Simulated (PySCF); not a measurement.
Deuteron quadrupole couplings in `C=C[SiH2]/C=C(\C=C)[SiH2][SiH3]`

C6H14Si3.
Cartesian coordinates in Å at the GFN2-xTB level; atoms count from 1:
```xyz
23
C6H14Si3 angstrom
C      3.8845    1.7146    0.6679
C      2.7551    1.3283    1.2384
Si     1.9198   -0.3362    0.9635
C      0.1968    0.0502    0.2975
C     -0.7509   -0.8164   -0.1005
C     -0.4992   -2.2432   -0.0324
C     -1.3377   -3.1946   -0.4259
Si    -2.4159   -0.1734   -0.7618
Si    -2.5400    2.1297   -0.6623
H      4.3304    2.6827    0.8449
H      4.4209    1.0728   -0.0129
H      2.2635    2.0202    1.9140
H      1.8330   -1.0500    2.2490
H      2.7105   -1.1297    0.0125
H     -0.0352    1.1094    0.2275
H      0.4645   -2.5231    0.3777
H     -2.3050   -2.9689   -0.8411
H     -1.0821   -4.2380   -0.3478
H     -3.4908   -0.8141    0.0171
H     -2.5693   -0.6754   -2.1393
H     -3.8509    2.6076   -1.1092
H     -1.5528    2.8062   -1.5100
H     -2.3543    2.6684    0.6894
```

Level: PBE0/pcSseg-1 (PySCF, non-relativistic); Q(2H) = 0.00286 b; rigid geometry, the same for H and D, with no vibrational averaging.

**Question.** Rank these positions by the coupling χzz of a deuteron there, largest first.
A. H16 (vinylic hydrogen)
B. H19 (Si–H hydrogen)
C. H17 (vinylic hydrogen)
D. H23 (Si–H hydrogen)

**Answer.** C (225 kHz), A (214 kHz), D (109 kHz), B (105 kHz).

**Question.** Give the electric field gradient Vzz (the principal value of largest size), its asymmetry and the 2H coupling at each hydrogen.

**Answer.** 
```json
{"atom": "H10", "bonded to": "C1", "bond length (Å)": "1.080", "Vzz (au)": "0.3293", "η": "0.04", "χzz (kHz)": "221"}
{"atom": "H11", "bonded to": "C1", "bond length (Å)": "1.078", "Vzz (au)": "0.3315", "η": "0.04", "χzz (kHz)": "223"}
{"atom": "H12", "bonded to": "C2", "bond length (Å)": "1.085", "Vzz (au)": "0.3243", "η": "0.04", "χzz (kHz)": "218"}
{"atom": "H13", "bonded to": "Si3", "bond length (Å)": "1.473", "Vzz (au)": "0.1563", "η": "0.02", "χzz (kHz)": "105"}
{"atom": "H14", "bonded to": "Si3", "bond length (Å)": "1.469", "Vzz (au)": "0.1583", "η": "0.03", "χzz (kHz)": "106"}
{"atom": "H15", "bonded to": "C4", "bond length (Å)": "1.087", "Vzz (au)": "0.3193", "η": "0.07", "χzz (kHz)": "215"}
{"atom": "H16", "bonded to": "C6", "bond length (Å)": "1.084", "Vzz (au)": "0.3188", "η": "0.10", "χzz (kHz)": "214"}
{"atom": "H17", "bonded to": "C7", "bond length (Å)": "1.077", "Vzz (au)": "0.3348", "η": "0.07", "χzz (kHz)": "225"}
{"atom": "H18", "bonded to": "C7", "bond length (Å)": "1.077", "Vzz (au)": "0.3358", "η": "0.05", "χzz (kHz)": "226"}
{"atom": "H19", "bonded to": "Si8", "bond length (Å)": "1.474", "Vzz (au)": "0.1567", "η": "0.02", "χzz (kHz)": "105"}
{"atom": "H20", "bonded to": "Si8", "bond length (Å)": "1.474", "Vzz (au)": "0.1568", "η": "0.02", "χzz (kHz)": "105"}
{"atom": "H21", "bonded to": "Si9", "bond length (Å)": "1.465", "Vzz (au)": "0.1642", "η": "0.00", "χzz (kHz)": "110"}
{"atom": "H22", "bonded to": "Si9", "bond length (Å)": "1.467", "Vzz (au)": "0.1629", "η": "0.01", "χzz (kHz)": "109"}
{"atom": "H23", "bonded to": "Si9", "bond length (Å)": "1.467", "Vzz (au)": "0.1629", "η": "0.01", "χzz (kHz)": "109"}
```

**Question.** Average by the element that carries the hydrogen.

**Answer.** on C: 220 kHz over 7 positions, mean bond length 1.081 Å; on Si: 107 kHz over 7 positions, mean bond length 1.470 Å.

**Question.** How does χzz go with the bond length over the 7 C–H bonds?

**Answer.** A straight-line fit has a slope of -11.2 kHz for each 0.01 Å, with a correlation coefficient of -0.95, over lengths from 1.077 to 1.087 Å. The longer bonds have the smaller couplings here.

**Question.** A static deuteron (I = 1) shows a doublet split by (3/2)χ, (3/4)χ(1 + η) and (3/4)χ(1 − η) with the field along z, y and x of the gradient. What are these for H10?

**Answer.** With |χ| = 221.3 kHz and η = 0.035: 332, 172 and 160 kHz, to first order and without motion.

Geometry: GFN2-xTB, one conformer, isolated molecule. GFN2-xTB bond lengths can be off by several hundredths of an ångström, more for odd bonds, and the gradients follow them. These gradients aren't converged with respect to the basis.
